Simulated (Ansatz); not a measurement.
Consider the ligand exchange at the Si–C bond: `C[SiH](O)C=O` + HCl → `O=C[SiH](O)Cl` + CH₄.

Calculated with Ansatz (gas phase, PBE0-D4/def2-TZVP geometries, no zero-point term in ΔE). CCSD(T)/CBS is the MP2 limit (def2-TZVPP, def2-QZVPP) plus CCSD(T) − MP2 in def2-TZVPP, frozen cores. This one scheme is used for every species. DFT in def2-TZVPP. B3LYP here is the variant with VWN-RPA as its local correlation; programs differ in this. Each species was taken in one conformer, which may not be the lowest.

```
             level  ΔE (kJ/mol)  difference from CCSD(T)/CBS
            PBE-D4       -104.5                          1.0
           BLYP-D4       -107.9                         -2.4
            B97M-V       -110.4                         -4.9
        r2SCANh-D4       -108.9                         -3.4
          BHLYP-D4       -110.5                         -5.0
           ωB97X-V       -105.7                         -0.2
               PBE       -104.7                          0.8
              BLYP       -108.1                         -2.6
            r2SCAN       -109.4                         -3.9
             B3LYP       -108.2                         -2.7
         CAM-B3LYP       -106.2                         -0.7
RPA@PBE/def2-TZVPP        -99.5                          6.0
       HF/def2-SVP       -112.8                         -7.3
     CCSD/def2-SVP       -104.7                          0.8
    MP2/def2-QZVPP       -109.7                         -4.2
    CCSD/CBS(def2)       -105.5                          0.0
       CCSD(T)/CBS       -105.5                            0
```

Problem. What do rigid-rotor, harmonic-oscillator terms from PBE0-D4/def2-TZVP frequencies (298.15 K, 1 bar) make of the CCSD(T)/CBS value? (Best estimate.)

Solution. The calculation gave: ΔZPE = +8.4 kJ/mol, ΔH = -97.7 kJ/mol, ΔS = -6 J/(mol·K), ΔG = -96.0 kJ/mol.

Largest T1 diagnostic among the species: 0.014.

In def2-TZVPP, CCSD(T) changes the Hartree–Fock value by +11.0 kJ/mol (the triples alone add −0.0 kJ/mol) and MP2 by +5.6 kJ/mol. Leaving LDA and LC-ωPBE aside and taking each functional with its dispersion term where it has one, the values spread over 6.0 kJ/mol, from BHLYP-D4 to PBE-D4. LDA lies +5.8 kJ/mol from PBE without D4.
